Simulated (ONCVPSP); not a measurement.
## Building the ONCV potential for lutetium (Lu) (LDA (Perdew-Zunger), scalar-relativistic).

* Element: lutetium
* Generator: ONCVPSP 4.0.1
* Type: optimised norm-conserving Vanderbilt (ONCV)
* Functional: LDA (Perdew-Zunger)
* Relativity: scalar-relativistic
* Frozen core: [Kr] 4d10 4f14
* Valence charge: 11
* Reference configuration: 5s2 5p6 5d1 6s1.5 6p0.5
* Partial waves: 5s+6s: rc 2.25 bohr, ncon 4, nbas 7, qcut 4.4 1/bohr, 2 projectors; 5p+6p: rc 2.70 bohr, ncon 4, nbas 7, qcut 5.4 1/bohr, 2 projectors; 5d: rc 2.35 bohr, ncon 3, nbas 7, qcut 4.2 1/bohr, 2 projectors, debl 2.4 Ha
* Local potential: polynomial inside 1.50 bohr (lpopt 5, dvloc0 0 Ha)
* Core correction: Teter function, fcfact 1.5, rcfact 1.4

* Cutoffs needed: 9.3 Ha and 24 Ha (the cutoffs (Ha) at which the residual kinetic energy of the hardest occupied pseudo-wave falls to 1 and 0.1 mHa per electron)
* Ghost test: no bound ghost flagged; no localised positive-energy state flagged
* Largest excitation error: +6.6 meV (all-electron minus pseudo) for 5s2 5p6 5d1 6s0 6p0, out of 4 test configurations
* rms error of d²Exc/dni dnj: 7.25 mHa without and 4.06 mHa with the model core
